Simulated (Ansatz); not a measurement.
`C[SiH2][Te][SiH3]` + `[SH][GaH2]` → `C[SiH2][S][GaH2]` + `[SiH3][TeH]`  (ligand exchange at the Si–Te bond)

Computed with Ansatz on PBE0-D4/def2-TZVP structures; ΔE is electronic, products minus reactants. CCSD(T)/CBS is the MP2 limit (def2-TZVPP, def2-QZVPP) plus CCSD(T) − MP2 in def2-TZVPP, frozen cores. Functionals use def2-TZVPP. B3LYP here is the variant with VWN-RPA as its local correlation; programs differ in this. Elements past krypton have def2 core potentials. For Ga, Te outer-core shells are correlated without core-valence functions, which leaves a few kJ/mol of doubt a bond. Scalar relativity is left out up to krypton. One conformer a species, not always the lowest.

Question: Is it downhill or uphill in electronic energy at CCSD(T)/CBS, and by how much? (An estimate is asked.)

Answer: The calculation gave: Uphill: ΔE = +1.0 kcal/mol.

Question: What do these levels give: BLYP-D4, r2SCAN-D4, BHLYP-D4, ωB97M-V, B3LYP, BHLYP, RPA@PBE/def2-TZVPP, HF/def2-SVP, CCSD(T)/def2-SVP, CCSD/def2-TZVPP, CCSD(T)/def2-TZVPP, HF/def2-QZVPP? (Best estimate.)

Answer: The calculation gave: BLYP-D4 0.5, r2SCAN-D4 0.7, BHLYP-D4 0.5, ωB97M-V 0.5, B3LYP 0.4, BHLYP 0.1, RPA@PBE/def2-TZVPP 0.2, HF/def2-SVP 0.3, CCSD(T)/def2-SVP 1.0, CCSD/def2-TZVPP 0.3, CCSD(T)/def2-TZVPP 0.4, HF/def2-QZVPP -0.3 kcal/mol.

Question: What do rigid-rotor, harmonic-oscillator terms from PBE0-D4/def2-TZVP frequencies (298.15 K, 1 bar) make of the CCSD(T)/CBS value? (Estimate.)

Answer: The calculation gave: ΔZPE = -0.6 kcal/mol, ΔH = +0.3 kcal/mol, ΔS = -10 J/(mol·K), ΔG = +1.0 kcal/mol. Modes under 50 cm⁻¹ make the entropy rough.

Largest T1 diagnostic among the species: 0.013.

Leaving LDA and LC-ωPBE aside and taking each functional with its dispersion term where it has one, the values, not all of them listed here, spread over 2.7 kcal/mol, from B97M-V to PBE-D4.
